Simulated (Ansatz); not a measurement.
One change: `C[SiH](F)C#N` becomes `C[SiH](C)C#N`.

Ansatz, PBE0-D4/def2-TZVP geometries, multiplicity 1. 

```csv
property,`C[SiH](F)C#N`
size of the dipole moment (B3LYP/def2-TZVPP) / D,3.79
"ideal-gas entropy at 298 K and 1 bar (rigid rotor, harmonic PBE0-D4/def2-TZVP) / J/(mol·K)",333
LUMO energy (B3LYP/def2-TZVPP) / eV,-1.24
LUMO energy (ωB97M-V/def2-TZVPP) / eV,1.00
HOMO–LUMO gap (ωB97M-V/def2-TZVPP) / eV,12.97
size of the dipole moment (PBE/def2-TZVPP) / D,3.72
```

(1) Give the same properties after the change, and the shifts. (An estimate is asked.)

Answers

(1) The calculation gave: 
```json
{"property": "size of the dipole moment (B3LYP/def2-TZVPP) / D", "`C[SiH](C)C#N`": "4.23", "shift": "0.44"}
{"property": "ideal-gas entropy at 298 K and 1 bar (rigid rotor, harmonic PBE0-D4/def2-TZVP) / J/(mol·K)", "`C[SiH](C)C#N`": "350", "shift": "17"}
{"property": "LUMO energy (B3LYP/def2-TZVPP) / eV", "`C[SiH](C)C#N`": "-0.42", "shift": "0.82"}
{"property": "LUMO energy (ωB97M-V/def2-TZVPP) / eV", "`C[SiH](C)C#N`": "1.69", "shift": "0.69"}
{"property": "HOMO–LUMO gap (ωB97M-V/def2-TZVPP) / eV", "`C[SiH](C)C#N`": "13.18", "shift": "0.21"}
{"property": "size of the dipole moment (PBE/def2-TZVPP) / D", "`C[SiH](C)C#N`": "4.18", "shift": "0.46"}
```

With PBE0 the HOMO rises by 0.47 eV and the LUMO rises by 0.83 eV, so the gap widens by about 0.36 eV. PBE moves the HOMO by 0.40 eV and ωB97M-V by 0.48 eV. The zero-point energy changes by 88.9 kJ/mol with +9 modes. Dipoles are sizes alone; their direction can turn.

B3LYP here is the variant with VWN-RPA as its local correlation; programs differ in this.
